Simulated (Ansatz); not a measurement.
```yaml
crystal:
  periodic: [false, false, false]
  atoms:
    - {symbol: N, position_ang: [-1.415683, 1.149615, -0.259763]}
    - {symbol: Ta, position_ang: [-0.175132, -0.089726, -0.474012]}
    - {symbol: N, position_ang: [-0.500850, -1.425476, 0.954928]}
    - {symbol: N, position_ang: [1.559121, 0.844550, -0.246609]}
    - {symbol: F, position_ang: [-0.204316, -0.959021, -2.166458]}
    - {symbol: H, position_ang: [-2.174525, 1.807061, -0.318405]}
    - {symbol: H, position_ang: [-1.228028, -1.367933, 1.650163]}
    - {symbol: H, position_ang: [0.093365, -2.221204, 1.141471]}
    - {symbol: H, position_ang: [1.669147, 1.824613, -0.039689]}
    - {symbol: H, position_ang: [2.459801, 0.386521, -0.238826]}
basis:
  gaussian: {orbitals: def2-TZVPP, final_grid: {core_spheres: 1, valence_spheres: 1, degree: 1}}
hamiltonian: {xc: {name: wB97M-V}}
output: {forces: true}
```

```sh
$ ansatz run in.yaml --threads 4 --pin off --events-out ev --progress --plain --max-ram 10444MiB
```

It prints (some lines left out):

```
Functional definition: wB97M-V
1262 factors; their error is unknown
302 factors; integrals over basis functions are off by at most 7.2e-6 eV
mean field evaluation 1: about -8806.6087 eV, gradient 9.8e1 eV
mean field evaluation 2: about -8782.7918 eV, gradient 1.5e2 eV
mean field evaluation 4: about -8823.6116 eV, gradient 8.1e0 eV
mean field evaluation 16: about -8951.8878 eV, gradient 3.4e0 eV
mean field evaluation 32: about -8952.0234 eV, gradient 7.7e-3 eV
a density is far from that of the atoms, so the factors are made again for it
1874 factors; integrals over basis functions are off by at most 9.7e-4 eV
305 factors; integrals over basis functions are off by at most 4.8e-6 eV
mean field -8952.00734015 eV, -328.9802018622 hartree, gradient 2.3e-5 eV, S^2 0.000000; 0 other end points of the search recorded, 0 dependent functions left out
reference -8952.00752784 eV, -328.9802087594 hartree; 24, 24 occupied and 226, 226 virtual orbitals, 1874 factors
Total energy: -8952.00752784 eV, -328.9802087594 hartree
Atom 0 at    -1.415683     1.149615    -0.259763 Å, force     4.880470   -11.900744   -14.083197 eV/Å
Atom 1 at    -0.175132    -0.089726    -0.474012 Å, force    -2.512037     7.137579     9.124673 eV/Å
Atom 2 at    -0.500850    -1.425476     0.954928 Å, force    -0.765563   -10.776992     9.811009 eV/Å
Atom 3 at     1.559121     0.844550    -0.246609 Å, force    13.608203     5.058745     1.428877 eV/Å
Atom 4 at    -0.204316    -0.959021    -2.166458 Å, force    -9.962220    13.113862     7.699616 eV/Å
Atom 5 at    -2.174525     1.807061    -0.318405 Å, force     6.824487    -6.952498    -1.439174 eV/Å
Atom 6 at    -1.228028    -1.367933     1.650163 Å, force     3.401702    -1.725521    -5.678240 eV/Å
Atom 7 at     0.093365    -2.221204     1.141471 Å, force    -4.578790     9.242243    -3.426405 eV/Å
Atom 8 at     1.669147     1.824613    -0.039689 Å, force    -0.364359    -5.878276    -3.483590 eV/Å
Atom 9 at     2.459801     0.386521    -0.238826 Å, force   -10.531893     2.681601     0.046430 eV/Å
Dipole moment:    -0.063680     0.337285     0.526941 e Å
```

Q: Something in this input is off. What?

A: The integration grid is far too coarse. The calculation finished and met its thresholds. The result belongs to that input, not to the molecule as meant.
